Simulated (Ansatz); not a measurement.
Start from `OBN[SiH3]` and change one element to get `[SiH3]NB[SeH]`.

Ansatz, PBE0-D4/def2-TZVP geometries, multiplicity 1. Each molecule was computed in one conformer, which needn't be the lowest.

Scalar relativity is left out up to krypton.

```
                             property  `OBN[SiH3]`
  LUMO energy (B3LYP/def2-TZVPP) / eV         0.25
    LUMO energy (PBE/def2-TZVPP) / eV        -0.31
HOMO energy (ωB97M-V/def2-TZVPP) / eV       -10.16
   HOMO energy (PBE0/def2-TZVPP) / eV        -7.85
LUMO energy (ωB97M-V/def2-TZVPP) / eV         1.98
  HOMO–LUMO gap (PBE/def2-TZVPP) / eV         6.19
```

Q: What does the change do to each property? (An estimate is asked.)

A: Ansatz gave: 
| property | `[SiH3]NB[SeH]` | shift |
| --- | --- | --- |
| LUMO energy (B3LYP/def2-TZVPP) / eV | -0.22 | -0.47 |
| LUMO energy (PBE/def2-TZVPP) / eV | -0.97 | -0.66 |
| HOMO energy (ωB97M-V/def2-TZVPP) / eV | -9.15 | 1.01 |
| HOMO energy (PBE0/def2-TZVPP) / eV | -7.02 | 0.83 |
| LUMO energy (ωB97M-V/def2-TZVPP) / eV | 1.71 | -0.27 |
| HOMO–LUMO gap (PBE/def2-TZVPP) / eV | 4.94 | -1.25 |

With PBE0 the HOMO rises by 0.83 eV and the LUMO falls by 0.57 eV, so the gap narrows by about 1.40 eV. PBE moves the HOMO by 0.59 eV and ωB97M-V by 1.01 eV.

B3LYP here is the variant with VWN-RPA as its local correlation; programs differ in this.

Spin–orbit coupling is left out; it splits and shifts lone-pair levels of the heavy atoms by tenths of an eV.
